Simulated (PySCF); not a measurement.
H7Ge3, doublet, at the geometry of the source list; WB97X/STO-3G (PySCF).

Here is a job for PySCF.
```python
from pyscf import gto, scf, dft

mol = gto.M(
    atom='''
Ge    1.984900    0.321400    0.053100
Ge    0.009600   -0.180900   -1.316000
Ge   -2.012900   -0.002400    0.071300
H     2.630900   -0.850800    0.761900
H     1.735200    1.317200    1.163700
H     3.128900    0.945100   -0.706800
H     0.134900   -1.759900   -1.319400
H    -2.729500   -1.291300    0.395100
H    -3.104500    0.861200   -0.525000
H    -1.777400    0.640300    1.422200
''',
    basis='sto-3g',
    charge=0,
    spin=1,
    verbose=4,
)

mf = dft.UKS(mol)
mf.xc = 'wb97x'
mf.grids.atom_grid = (99, 590)
mf.grids.prune = None
mf.kernel()
```

The log (banner, timings and long lists left out):

```
PySCF version 2.14.0

[INPUT] verbose = 4
[INPUT] num. atoms = 10
[INPUT] num. electrons = 103
[INPUT] charge = 0
[INPUT] spin (= nelec alpha-beta = 2S) = 1
[INPUT] symmetry False subgroup None
[INPUT] Mole.unit = angstrom
[INPUT] Symbol           X                Y                Z      unit          X                Y                Z       unit  Magmom
[INPUT]  1 Ge     1.984900000000   0.321400000000   0.053100000000 AA    3.750917384649   0.607357976435   0.100344457214 Bohr   0.0
[INPUT]  2 Ge     0.009600000000  -0.180900000000  -1.316000000000 AA    0.018141370796  -0.341851455934  -2.486879579928 Bohr   0.0
[INPUT]  3 Ge    -2.012900000000  -0.002400000000   0.071300000000 AA   -3.803829716137  -0.004535342699   0.134737472681 Bohr   0.0
[INPUT]  4 H      2.630900000000  -0.850800000000   0.761900000000 AA    4.971680461118  -1.607778986780   1.439782334306 Bohr   0.0
[INPUT]  5 H      1.735200000000   1.317200000000   1.163700000000 AA    3.279052771345   2.489147251277   2.199074291156 Bohr   0.0
[INPUT]  6 H      3.128900000000   0.945100000000  -0.706800000000 AA    5.912764071152   1.785980160326  -1.335658424843 Bohr   0.0
[INPUT]  7 H      0.134900000000  -1.759900000000  -1.319400000000 AA    0.254924054204  -3.325729006622  -2.493304648751 Bohr   0.0
[INPUT]  8 H     -2.729500000000  -1.291300000000   0.395100000000 AA   -5.158007457000  -2.440203344651   0.746630791816 Bohr   0.0
[INPUT]  9 H     -3.104500000000   0.861200000000  -0.525000000000 AA   -5.866654753712   1.627432138475  -0.992106215397 Bohr   0.0
[INPUT] 10 H     -1.777400000000   0.640300000000   1.422200000000 AA   -3.358799213802   1.209991637559   2.687568494356 Bohr   0.0

nuclear repulsion = 719.773171773026
number of shells = 31
number of NR pGTOs = 183
number of NR cGTOs = 61
basis = sto-3g
ecp = {}

******** <class 'pyscf.dft.uks.UKS'> ********
method = UKS
initial guess = minao
damping factor = 0
level_shift factor = 0
DIIS = <class 'pyscf.scf.diis.CDIIS'>
diis_start_cycle = 1
diis_space = 8
diis_damp = 0
SCF conv_tol = 1e-09
SCF conv_tol_grad = None
SCF max_cycles = 50
direct_scf = True
direct_scf_tol = 1e-13
number electrons alpha = 52  beta = 51
XC library pyscf.dft.libxc version 7.1.2
    S. Lehtola, C. Steigemann, M. J. T. Oliveira, and M. A. L. Marques,  SoftwareX 7, 1–5 (2018)
XC functionals = wb97x
    J.-D. Chai and M. Head-Gordon,  J. Chem. Phys. 128, 084106 (2008)
radial grids:
    Treutler-Ahlrichs [JCP 102, 346 (1995); DOI:10.1063/1.469408] (M4) radial grids

becke partition: Becke, JCP 88, 2547 (1988); DOI:10.1063/1.454033
pruning grids: None
grids dens level: 3
symmetrized grids: False
atomic radii adjust function: <function treutler_atomic_radii_adjust>
User specified grid scheme (99, 590)
small_rho_cutoff = 0
Set gradient conv threshold to 3.16228e-05
tot grids = 584104
init E= -6155.73112659978

cycle= 1 E= -6163.28796147913  delta_E= -7.56  |g|= 0.507  |ddm|= 2.43
cycle= 2 E= -6163.50136673739  delta_E= -0.213  |g|= 0.161  |ddm|= 1.28
cycle= 3 E= -6163.51926360692  delta_E= -0.0179  |g|= 0.0172  |ddm|= 0.271
cycle= 4 E= -6163.51998399814  delta_E= -0.00072  |g|= 0.00647  |ddm|= 0.0723
cycle= 5 E= -6163.52009926577  delta_E= -0.000115  |g|= 0.00341  |ddm|= 0.0255
cycle= 6 E= -6163.52014744791  delta_E= -4.82e-05  |g|= 0.00244  |ddm|= 0.0145
cycle= 7 E= -6163.52020597575  delta_E= -5.85e-05  |g|= 0.00195  |ddm|= 0.0219
cycle= 8 E= -6163.52025976435  delta_E= -5.38e-05  |g|= 0.00151  |ddm|= 0.0256
cycle= 9 E= -6163.52031693279  delta_E= -5.72e-05  |g|= 0.000687  |ddm|= 0.0535
cycle= 10 E= -6163.5203181645  delta_E= -1.23e-06  |g|= 0.000376  |ddm|= 0.00391
cycle= 11 E= -6163.52031890932  delta_E= -7.45e-07  |g|= 0.000122  |ddm|= 0.00542
cycle= 12 E= -6163.52031902373  delta_E= -1.14e-07  |g|= 0.000107  |ddm|= 0.00084
cycle= 13 E= -6163.52031919699  delta_E= -1.73e-07  |g|= 9.42e-05  |ddm|= 0.0015
cycle= 14 E= -6163.52031948466  delta_E= -2.88e-07  |g|= 5.81e-05  |ddm|= 0.00332
cycle= 15 E= -6163.52031960497  delta_E= -1.2e-07  |g|= 1.39e-05  |ddm|= 0.00341
cycle= 16 E= -6163.52031960753  delta_E= -2.56e-09  |g|= 7.6e-06  |ddm|= 0.000396
cycle= 17 E= -6163.52031960794  delta_E= -4.11e-10  |g|= 6.18e-06  |ddm|= 8e-05
Extra cycle  E= -6163.52031960817  delta_E= -2.27e-10  |g|= 5.64e-06  |ddm|= 2.81e-05
converged SCF energy = -6163.52031960817  <S^2> = 0.75196467  2S+1 = 2.0019637
```
